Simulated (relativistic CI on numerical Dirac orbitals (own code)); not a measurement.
Radial parameters of Mg IX

Computed by Dirac-Coulomb-Breit CI, separate exchange-only KLI orbitals for each configuration, a model potential for QED, unscaled Slater integrals (own radial code, finite nucleus).

Slater integrals F^k, G^k are unscaled and averaged over j, outside the closed core 1s2; ζ comes from projecting the Hamiltonian with its Breit term on Σ l·s of the shell.

- 2s2p: G^1(2s,2p) = 211780, ζ(2p) = 2429.8 cm⁻¹; <r>(2s) = 0.5724, <r^2>(2s) = 0.3833, <r>(2p) = 0.5044, <r^2>(2p) = 0.308 (bohr units).
- 2p²: F^2(2p,2p) = 187780, ζ(2p) = 2377.1 cm⁻¹; <r>(2p) = 0.5073, <r^2>(2p) = 0.3117 (bohr units).
- 2p3s: ζ(2p) = 2596.2, G^1(2p,3s) = 19649 cm⁻¹; <r>(2p) = 0.4952, <r^2>(2p) = 0.2971, <r>(3s) = 1.366, <r^2>(3s) = 2.114 (bohr units).

Averages of the first 10 configurations, taken without configuration mixing, which lowers the lowest level and can move excited configurations by several eV; other configurations of the list can lie among them:

```tsv
Configuration	Parity	States	Average energy above the lowest level (eV)
2s²	even	1	3.9
2s2p	odd	12	22.2
2p²	even	15	48.8
2p3s	odd	12	212.9
2p3p	even	36	219.4
2s3s	even	4	191.5
2s3p	odd	12	198.7
2s3d	even	20	203.3
2s4s	even	4	253.3
2s4p	odd	12	256.2
```
